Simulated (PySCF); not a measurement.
# TDDFT excited states: CuF3HP

Species: Cu(PF3)H (singlet state).
SMILES: `[H][Cu]<-[P](F)(F)F`

Theory: PySCF, TDDFT B3LYP/def2-SVPD, vertical, gas phase, core orbitals frozen in the response. Isolated species at its PBE0-D3(BJ)/def2-SVP geometry, gas phase.

```csv
state,E (eV),E (hartree),f,"main configurations (H = HOMO, L = LUMO)"
S1,3.63,0.1333,0.033,H→L/L+1 (98%)
S2,3.63,0.1335,0.033,H→L/L+1 (98%)
S3,4.70,0.1725,0.0000,H-2/H-1→L/L+1 (≥93%)
S4,4.70,0.1726,0.0000,H-2/H-1→L/L+1 (≥93%)
S5,4.88,0.1794,0.0037,H-2/H-1→L/L+1 (≥90%)
S6,4.88,0.1794,0.0037,H-2/H-1→L/L+1 (≥90%)
S7,5.00,0.1839,0.0000,"H-5→L/L+1 (≥46%), H-4→L/L+1 (≥43%)"
S8,5.09,0.1871,0.0000,"H-4→L/L+1 (≥51%), H-5→L/L+1 (≥32%), H-3→L/L+1 (≥8%)"
S9,5.09,0.1871,0.0001,"H-4→L/L+1 (≥46%), H-5→L/L+1 (≥40%)"
S10,5.35,0.1966,0.0076,"H-3→L/L+1 (≥81%), H-5→L/L+1 (≥16%)"
S11,5.35,0.1968,0.0076,"H-3→L/L+1 (≥86%), H-5→L/L+1 (≥10%)"
S12,5.74,0.2110,0.015,"H→L+2 (28%), H-4→L/L+1 (≥28%), H-5→L/L+1 (≥25%)"
S13,6.29,0.2310,0.023,"H→L+3 (71%), H→L+2 (26%)"
S14,6.73,0.2472,0.302,"H→L+2 (35%), H-4→L/L+1 (≥16%), H→L+3 (16%)"
```

Triplets, Tamm–Dancoff:

```
state  E (eV)  λ (nm)  main configurations (H = HOMO, L = LUMO)
   T1    3.25   381.7                            H→L/L+1 (≥97%)
   T2    3.25   380.9                            H→L/L+1 (≥97%)
   T3    4.58   270.9                      H-2/H-1→L/L+1 (≥89%)
   T4    4.58   270.6                      H-2/H-1→L/L+1 (≥92%)
```

The lowest singlet level (S1/S2) lies at 3.63 eV (342 nm, ultraviolet) and is of moderate strength. The strongest level in the table is S14 at 6.73 eV (184 nm, f = 0.302). It is the last of those listed, so stronger ones may follow. S1/S2, S3/S4, S5/S6, S8/S9 and S10/S11 lie within about 0.01 eV of each other in each set. For S1 the Löwdin share of copper is 55% in HOMO and 32% in LUMO. Orbital energies (eV): HOMO-3 -8.81, HOMO-2 -8.55, HOMO-1 -8.55, HOMO -6.82, LUMO -2.22, LUMO+1 -2.22, LUMO+2 0.11. The oscillator strengths of these states sum to 0.429; summed over the whole spectrum of an exact calculation they would give the number of electrons, 72 (Thomas–Reiche–Kuhn). The listed states span 3.10 eV, and the widest gap between neighbours is 1.06 eV (S2 to S3). No computed singlet lies in the visible range (380 to 750 nm); the lowest, at 342 nm, stands 0.37 eV above its violet end (3.26 eV); a Tamm–Dancoff triplet lies at 382 nm, without intensity as long as spin–orbit coupling is left out. The vertical ionisation energy (ΔSCF) is 9.38 eV, 2.66 eV above S14. Orbitals of the list HOMO-3 to LUMO+2 that lie within 0.01 eV of each other are written together with a slash and their weights summed (≥ marks a lower bound); for degenerate orbitals outside that list single weights are arbitrary. Only the lowest 15 singlets were computed, as vertical energies without vibronic structure. The highest level found (6.87 eV, f 0.196 so far) is left out, since the window may have cut off a degenerate partner.

On one thread of an Arm Neoverse V2, on a shared host, this took 37 s wall.
